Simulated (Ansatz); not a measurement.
Cartesian coordinates (Å):
```xyz
8

C     -2.1512     0.1657     0.5011
C     -0.8588     0.0047     0.3798
C      0.3942    -0.1561     0.2619
C      1.6630    -0.2559     0.1388
N      2.8556    -0.5024     0.0318
H     -2.6096     0.2873     1.4748
H     -2.7954     0.1810    -0.3694
H      3.5021     0.2757    -0.0787
```
Charge 0, multiplicity 1.

Level of theory: frozen-core CCSD(T)/cc-pVTZ // B3LYP-D3(BJ)/def2-TZVP (Ansatz, a first-principles code). The restricted HF reference is unstable towards unrestricted orbitals.

| Item | Result |
|---|---|
| HF energy | -207.60484 Ha |
| MP2 correlation energy | -0.80876 Ha |

Task: Estimate the CCSD correlation energy, the (T) correction, the total energy and the T1 diagnostic.

Result: 
- CCSD correlation energy = -0.82208 Ha
- (T) correction = -0.04820 Ha
- CCSD(T) total energy = -208.47512 Ha
- T1 diagnostic = 0.018
